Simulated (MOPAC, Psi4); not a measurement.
Conformational energy of SMILES CS[SiH2][SiH2][SeH]. Scanned: dihedral C1–S2–Si3–Si4; all other coordinates were relaxed at GFN2-xTB. Points at φ and −φ are mirror images. Heavy atoms are numbered in the order of the SMILES CS[SiH2][SiH2][SeH], hydrogens after them in the order of the atoms that carry them; the mirror image has the same energies with the sign of each dihedral reversed.

- PM7, restricted, heats of formation // GFN2-xTB (MOPAC)
- PBE-D3(BJ)/def2-TZVP // GFN2-xTB (Psi4)
- MP2/cc-pVTZ = DF-MP2 (frozen core)/cc-pVTZ // GFN2-xTB in Psi4

Energies in kcal/mol, each method relative to its own lowest point.

| φ / ° | PM7 | PBE-D3(BJ)/def2-TZVP | MP2/cc-pVTZ |
|---|---|---|---|
| -165 | 0.0 | 0.9 | 0.5 |
| -150 | 0.1 | 1.2 | 1.0 |
| -135 | 0.3 | 1.6 | 1.5 |
| -120 | 0.4 | 1.8 | 1.7 |
| -105 | 0.5 | 1.4 | 1.4 |
| -90 | 0.5 | 0.6 | 0.6 |
| -75 | 0.7 | 0.0 | 0.0 |
| -60 | 1.1 | 0.0 | 0.0 |
| -45 | 1.5 | 0.4 | 0.3 |
| -30 | 1.9 | 0.9 | 0.8 |
| -15 | 2.0 | 1.5 | 1.4 |
| 0 | 2.1 | 1.8 | 1.7 |
| 15 | 2.0 | 1.5 | 1.4 |
| 30 | 1.9 | 0.9 | 0.8 |
| 45 | 1.5 | 0.4 | 0.3 |
| 60 | 1.1 | 0.0 | 0.0 |
| 75 | 0.7 | 0.0 | 0.0 |
| 90 | 0.5 | 0.6 | 0.6 |
| 105 | 0.5 | 1.4 | 1.4 |
| 120 | 0.4 | 1.8 | 1.7 |
| 135 | 0.3 | 1.6 | 1.5 |
| 150 | 0.1 | 1.2 | 1.0 |
| 165 | 0.0 | 0.9 | 0.5 |
| 180 | 0.0 | 0.7 | 0.3 |
